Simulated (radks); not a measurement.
All-electron atom: Sr in [Ar] 3d10 4s1.5 4p6 5s2 4d0.5 (fractional occupations, a model configuration). Calculated with a radial shooting solver on a logarithmic mesh with Libxc functionals: Dirac Kohn-Sham, exchange-only B88, spin-unpolarised, spherical densities, finite nucleus; open shells are shared between the two j in proportion to 2j + 1; Fermi nuclear charge, rms radius 4.224 fm.

Spin-orbit splittings of the eigenvalues, e(l+1/2) - e(l-1/2), with zeta = 2 splitting/(2l+1) and mean radii in bohr:

| shell | occ. | splitting (eV) | zeta (eV) | <r> j=l-1/2 | <r> j=l+1/2 |
|---|---|---|---|---|---|
| 2p | 6 | 68.46 | 45.64 | 0.1474 | 0.1516 |
| 3p | 6 | 10.50 | 7.001 | 0.4914 | 0.5018 |
| 3d | 10 | 1.833 | 0.7333 | 0.4959 | 0.4996 |
| 4p | 6 | 1.205 | 0.8035 | 1.527 | 1.560 |
| 4d | 0.5 | ? | ? | 3.181 | 3.229 |
| 5p | 0 | 0.05976 | 0.03984 | 6.122 | 6.285 |

Estimate the 4d splitting.

Answer. 0.05778 eV (zeta = 0.02311 eV).
